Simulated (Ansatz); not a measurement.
Reactions of Cl₂F₂Ti, SMILES `[F][Ti]([F])([Cl])[Cl]`.

Program: Ansatz. Geometries: PBE0-D4/def2-TZVP. ΔE: electronic, gas phase. CCSD(T)/CBS is the MP2 limit (def2-TZVPP, def2-QZVPP) plus CCSD(T) − MP2 in def2-TZVPP, frozen cores. This one scheme is used for every species. DFT in def2-TZVPP. Elements past krypton have def2 core potentials. For Br, I, Se, Ti outer-core shells are correlated without core-valence functions, which leaves a few kJ/mol of doubt a bond. Scalar relativity is left out up to krypton. Each species was taken in one conformer, which may not be the lowest.

```tsv
reaction	CCSD(T)/CBS(def2) (kJ/mol)
`[F][Ti]([F])([Cl])[Cl]` + CH₃SH → `C[S][Ti]([F])([F])[Cl]` + HCl	43
`[F][Ti]([F])([Cl])[Cl]` + H₂S → `[F][Ti]([F])([SH])[Cl]` + HCl	52
`[F][Ti]([F])([Cl])[Cl]` + H₂Se → `[F][Ti]([F])([Cl])[SeH]` + HCl	43
`[F][Ti]([F])([Cl])[Cl]` + H₂O → `[OH][Ti]([F])([Cl])[Cl]` + H–F	?
`[F][Ti]([F])([Cl])[Cl]` + HBr → `[F][Ti]([F])([Cl])[Br]` + HCl	?
`[F][Ti]([F])([Cl])[Cl]` + HI → `[F][Ti]([F])([Cl])[I]` + HCl	5
`[F][Ti]([F])([Cl])[Cl]` + H₂S → `[F][Ti]([SH])([Cl])[Cl]` + H–F	62
`[F][Ti]([F])([Cl])[Cl]` + H–F → `[F][Ti]([F])([F])[Cl]` + HCl	?
`[F][Ti]([F])([Cl])[Cl]` + HCl → `[F][Ti]([Cl])([Cl])[Cl]` + H–F	9
```

Question: Fill in the missing values. (Best estimate.)

Answer: The calculation gave: `[F][Ti]([F])([Cl])[Cl]` + H₂O → `[OH][Ti]([F])([Cl])[Cl]` + H–F: +30.1 kJ/mol; `[F][Ti]([F])([Cl])[Cl]` + HBr → `[F][Ti]([F])([Cl])[Br]` + HCl: -3.3 kJ/mol; `[F][Ti]([F])([Cl])[Cl]` + H–F → `[F][Ti]([F])([F])[Cl]` + HCl: -12.4 kJ/mol.

Largest T1 diagnostic: 0.026, for `[F][Ti]([SH])([Cl])[Cl]`, so its coupled-cluster energy is less sure.
